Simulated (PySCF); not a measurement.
How methods differ on the ionisation energy of W

W [Xe] 4f14 5d4 6s2 (5D) → W+ [Xe] 4f14 5d4 6s1 (6D), as a difference of total energies. Calculation: PySCF 2.14, in def2-TZVP with the def2 core potential (60 electrons) (6s4p3d1f, 40 functions); scalar relativity through the core potential. Correlated levels: valence: 5s2 5p6 frozen. The calculations carry no spin-orbit coupling.

```csv
method,ionisation energy (eV),error (eV)
UHF,5.875,-1.950
TPSS,7.348,-0.477
M06-L,7.890,+0.065
MP2 (valence),6.966,-0.859
SCS-MP2 (valence),7.181,-0.644
```

Reference: 7.825 eV (measured; NIST levels, between the centres of gravity of the two terms).

Errors of the correlated levels include the incompleteness of this basis and the frozen core.

MP2 underrates the near-degeneracy of ns² with np² in the lower species.
